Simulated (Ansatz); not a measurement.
Diatomic CdH, multiplicity 2 (lowest of 2S+1 = 2, 4 at CCSD(T)/def2-TZVPP on PBE0 minima; our sources give no spin for the ground state, which may be another). No spin–orbit coupling.

The constants come from a fifth-degree fit in 1/R (seven points, main isotopes). In def2 and cc sets the state is the lowest found near the PBE0 minimum, followed along R.

Correlated levels freeze the inner cores; with def2 sets outer-core shells near the valence are correlated too. CBS: X⁻³ extrapolation of the correlation energy, Hartree–Fock from the larger set.

The values were computed with Ansatz (a first-principles code). Each number belongs to the level named beside it. In def2 rows elements past Kr take small-core potentials, without spin–orbit coupling.

Question: What bond length and harmonic frequency does B97M-V/def2-TZVPP give?

Answer: r_e = 1.811 Å, ω_e = 1292 cm⁻¹.

Question: What bond length and harmonic frequency does CCSD/def2-QZVPP give?

Answer: r_e = 1.754 Å, ω_e = 1469 cm⁻¹.

Question: What bond length and harmonic frequency does CCSD(T)/CBS(def2-TZVPP, def2-QZVPP) give?

Answer: r_e = 1.760 Å, ω_e = 1432 cm⁻¹.
